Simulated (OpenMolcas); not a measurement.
# C+, Si+, Ge+, Sn+, Pb+: ns² np down the group

```
Program             : OpenMolcas 26.06
Method              : MS-CASPT2, IPEA 0.25 Eh, imaginary shift 0.1 Eh
Basis               : ANO-R2
Scalar Hamiltonian  : X2C, finite nucleus
Spin-orbit coupling : state interaction with AMFI integrals over the reference wave functions, term energies averaged over their components
```

Active space for each ion: 3 electrons in 8 orbitals (s p s p); closed shells correlated by CASPT2: C+ 1s; Si+ 2s 2p; Ge+ 3d; Sn+ 4d; Pb+ 5d.

Computed levels in cm-1 above ²P°_1/2:

```tsv
Level	C+	Si+	Ge+	Sn+	Pb+
²P°_3/2	58.4	248	1632	3900	12940
weight of ²P° in the lowest level (%)	100	100	100	100	99
```

Measured, with the error of the calculation in %. Measured levels: C+, Si+, Ge+, Sn+, Pb+ from NIST Handbook of Basic Atomic Spectroscopic Data.

| Level | C+ | Si+ | Ge+ | Sn+ | Pb+ |
| --- | --- | --- | --- | --- | --- |
| ²P°_3/2 | 63.4 (-8.0) | 287 (-13.8) | 1767 (-7.7) | 4251 (-8.4) | 14081 (-8.1) |

The fine-structure level ²P°_3/2 changes by a factor of 222 from C+ to Pb+.

Over all roots computed the reference weight is 0.88 to 0.98 in Si+, 0.89 to 0.96 in Ge+, 0.88 to 0.93 in Sn+, 0.86 to 0.93 in Pb+; the roots of lowest weight are the least certain, and an intruder state may touch them. The run also gave levels led by 2s² 3p, which use shells meant for correlation; these and all levels above them are left out (holds for C+). The run also gave levels led by 3s² 4p, which use shells meant for correlation; these and all levels above them are left out (holds for Si+). The run also gave levels led by 4s 4p 5s, 4s² 5p, which use shells meant for correlation; these and all levels above them are left out (holds for Ge+). The run also gave levels led by 5s 5p 6s, 5s² 6p, which use shells meant for correlation; these and all levels above them are left out (holds for Sn+). The run also gave levels led by 6s 6p 7s, 6s² 7p, 6s² 7s, which use shells meant for correlation; these and all levels above them are left out (holds for Pb+). Measured partners are found by configuration, term and J. A level has none where our copy of the source lacks it or the pairing is in doubt (some pairs that miss far off the trend of their configuration count as doubtful), and it then counts in no deviation. Levels of configurations outside the active space are missing.

° marks odd parity.
